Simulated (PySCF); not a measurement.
C6H5NS: core ionisation energies

C6H5NS.
SMILES with atom numbers: `[cH:1]1[cH:2][c:3]2[s:4][cH:5][cH:6][c:7]2[nH:8]1`

Level of theory: delta-SCF UKS SCAN, pcX-2 on the ionised atom, pcseg-1 elsewhere, spin-free X2C (PySCF 2.14.0). Vertical ΔSCF values, vacuum level as zero.

**Question.** What binding energy does each computed site have?

**Answer.** 
| atom(s) | bonded to | level | binding energy (eV) | above the level's lowest (eV) | count |
| --- | --- | --- | --- | --- | --- |
| C1 | N (aromatic in the SMILES), C (aromatic in the SMILES) and H | C 1s | 290.69 | +0.73 | 1 |
| C2 | 2 C (aromatic in the SMILES) and H | C 1s | 289.96 | 0.00 | 1 |
| C3 | S (aromatic in the SMILES) and 2 C (aromatic in the SMILES) | C 1s | 290.24 | +0.28 | 1 |
| S4 | 2 C (aromatic in the SMILES) | S 1s | 2477.48 | 0.00 | 1 |
| C5 | S (aromatic in the SMILES), C (aromatic in the SMILES) and H | C 1s | 290.21 | +0.25 | 1 |
| C6 | 2 C (aromatic in the SMILES) and H | C 1s | 290.24 | +0.28 | 1 |
| C7 | N (aromatic in the SMILES) and 2 C (aromatic in the SMILES) | C 1s | 290.82 | +0.86 | 1 |
| N8 | 2 C (aromatic in the SMILES) and H | N 1s | 406.11 | 0.00 | 1 |

The listed C 1s values span 0.86 eV, from C2 (bonded to 2 C (aromatic in the SMILES) and H) to C7 (bonded to N (aromatic in the SMILES) and 2 C (aromatic in the SMILES)). The values 290.21, 290.24 and 290.24 eV lie too close for their order to be trusted.

**Question.** Which photon wavelength matches the N 1s of N8 threshold?

**Answer.** λ = hc/E = 12398.42 eV Å / 406.11 eV = 30.530 Å.

**Question.** Which photon energy gives electrons from N 1s of N8 a kinetic energy of 100 eV, and what is their de Broglie wavelength?

**Answer.** hν = 406.11 + 100 = 506.11 eV, recoil neglected; λ = 12.264 Å/√(E/eV) = 1.23 Å.

Not every level is listed. Geometry: PBE0-D3(BJ)/def2-SVP; no solvent, vibrations or thermal averaging.
